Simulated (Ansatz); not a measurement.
Basis-set series for GaH₆NSi₂ (`[NH]1[SiH2][SiH2][GaH]1`). The species carries charge 0 and has multiplicity 1. The geometry is a stationary point of PBE0-D4/def2-TZVP.

```
functional       basis  functions  energy (Eh)  HOMO (eV)  LUMO (eV)
   PBE0-D4    def2-SVP        112  -2561.19831      -6.99      -1.36
   PBE0-D4  def2-TZVPP        247  -2561.71593      -6.97      -1.45
   ωB97M-V    def2-SVP        112  -2561.57029      -8.88       0.43
   ωB97M-V  def2-TZVPP        247  -2562.09004      -8.89       0.29
```

Problem. Give the rows for def2-QZVPP. (Estimate.)

Solution. Computed: 
```
functional       basis  functions  energy (Eh)  HOMO (eV)  LUMO (eV)
   PBE0-D4  def2-QZVPP        466  -2561.78213      -6.97      -1.49
   ωB97M-V  def2-QZVPP        466  -2562.15349      -8.90       0.14
```

Positive LUMOs are unbound and depend on the basis. Scalar relativity is left out up to krypton.
